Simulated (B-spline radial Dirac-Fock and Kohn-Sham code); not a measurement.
Z = 79 (gold), transition energy 130 keV. Calculated with a radial finite-basis atomic code, using a Dirac-Hartree-Slater potential of the neutral atom with a Latter tail (no hole, which puts coefficients of high multipoles low close above an edge), finite nucleus with surface currents. Subshells that would emit electrons below 1 keV are left out.

Task: A pure transition shows α(K) = 0.173, L1/L2 = 3.23 and L1/L3 = 3.29. What is its multipolarity?
A. M3
B. E4
C. E2
D. E3
E. M1
F. M2
G. E1
H. M4

Result: G. For comparison, α(K), L1/L2, L1/L3 are E2 0.449, 0.103, 0.136; E3 0.998, 0.0411, 0.0638; E4 2.28, 0.0400, 0.0670; M1 2.84, 9.78, 107; M2 16.4, 7.82, 5.32; M3 52.2, 5.68, 1.01; M4 146, 4.41, 0.424.
